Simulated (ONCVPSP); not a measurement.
**Te (Z = 52): one change to an ONCV potential, before and after**

tellurium, optimised norm-conserving Vanderbilt (ONCV), made with ONCVPSP 4.0.1 (PBEsol, scalar-relativistic). Core [Kr] 4d10, reference 5s1.75 5p4.25. Waves: 5s: rc 1.95 bohr, ncon 3, nbas 8, qcut 3.1 1/bohr, 2 projectors, debl 1.3 Ha; 5p: rc 2.15 bohr, ncon 4, nbas 8, qcut 3.1 1/bohr, 2 projectors, debl 1.3 Ha; d scattering state at 0.05 Ha: rc 1.95 bohr, ncon 3, nbas 7, qcut 4.5 1/bohr, 3 projectors, debl 0.7 Ha. Local part: polynomial inside 1.30 bohr (lpopt 5, dvloc0 6 Ha). Core correction: Teter function, fcfact 3, rcfact 1.4.

Change: s: rc 1.32.

Cutoffs: the cutoffs (Ha) at which the residual kinetic energy of the hardest occupied pseudo-wave falls to 1 and 0.1 mHa per electron; they do not see the model core or the augmentation charge, which bear on the density cutoff. Errors are all-electron minus pseudo energies relative to the spin-unpolarised reference configuration.

Question: What does the change do?

Answer: The potential gets harder (26 Ha and 61 Ha → 129 Ha and 164 Ha); the bound ghosts move from d to d, s; the lowest positive-energy flag moves from s at 47.5 eV to p at 117.0 eV; of the 4 tests that both files solve, the error grows in 0 and shrinks in 2 by more than 15 % and 0.3 meV (median size 26.9 → 25.7 meV). A smaller radius makes the pseudo-wave follow the all-electron one further in, where it bends more sharply, so more plane waves are needed.

| quantity | base | changed |
| --- | --- | --- |
| cutoff, loose | 26 Ha | 129 Ha |
| cutoff, tight | 61 Ha | 164 Ha |
| loose cutoff by channel | s 26 Ha, p 12 Ha | s 129 Ha, p 12 Ha |
| bound ghosts | d | s, d |
| GHOST(+) flags under 300 eV | s at 47.5 eV, p at 117.0 eV | p at 117.0 eV |
| error for 5s2 5p4, meV [ΔE -2.30 eV] | -1.6 | +0.2 |
| error for 5s2 5p3, meV [ΔE 7.45 eV] | -8.1 | -6.3 |
| error for 5s2 5p2, meV [ΔE 25.42 eV] | -46 | -45 |
| error for 5s2 5p1, meV [ΔE 52.38 eV] | -162 | -165 |
| p: phases at 2.19 bohr within 0.05 rad from the reference energy up to (Ha; the scan ends near 5) | 3.0 | 3.0 |
| d: phases at 1.98 bohr within 0.05 rad from the reference energy up to (Ha; the scan ends near 5) | to the end of the scan | to the end of the scan |
| rms error of d²Exc/dni dnj with the model core, mHa | 0.41 | 0.51 |

 A true bound ghost makes a file unfit for plane-wave use even where its test errors are small: the radial tests pick states by their node count and pass the ghost by.
